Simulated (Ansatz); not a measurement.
Mulliken charges of `CC1B[Te]1` from r2SCAN/def2-TZVPP in Ansatz (PBE0-D4/def2-TZVP geometry).

```json
{"atom": "C1", "x (Å)": "0.197", "y (Å)": "0.800", "z (Å)": "-0.804", "charge (e)": "-0.108"}
{"atom": "C2", "x (Å)": "0.201", "y (Å)": "-0.505", "z (Å)": "-0.055", "charge (e)": "-0.035"}
{"atom": "B3", "x (Å)": "-0.172", "y (Å)": "-0.640", "z (Å)": "1.410", "charge (e)": "-0.161"}
{"atom": "Te4", "x (Å)": "-1.789", "y (Å)": "-1.474", "z (Å)": "0.374", "charge (e)": "0.001"}
{"atom": "H5", "x (Å)": "-0.027", "y (Å)": "0.663", "z (Å)": "-1.864", "charge (e)": "0.058"}
{"atom": "H6", "x (Å)": "-0.529", "y (Å)": "1.501", "z (Å)": "-0.389", "charge (e)": "0.048"}
{"atom": "H7", "x (Å)": "1.190", "y (Å)": "1.259", "z (Å)": "-0.729", "charge (e)": "0.056"}
{"atom": "H8", "x (Å)": "0.862", "y (Å)": "-1.258", "z (Å)": "-0.482", "charge (e)": "0.107"}
{"atom": "H9", "x (Å)": "0.156", "y (Å)": "-0.391", "z (Å)": "2.521", "charge (e)": "0.033"}
```

By hand: the dipole of these point charges (1 e Å = 4.8032 D).

Σ q r = (0.135, 0.066, -0.274) e Å, of length 0.313 e Å = 1.50 D.

How does the dipole of the full density compare? (Estimate.)

Ansatz gave: (0.242, 0.150, -0.143) e Å, 1.53 D; the point charges give 0.98 times that, at 35° from its direction.

Point charges leave out the atoms' own dipoles, such as those of lone pairs, and Mulliken's split depends on the basis, so the two needn't agree.
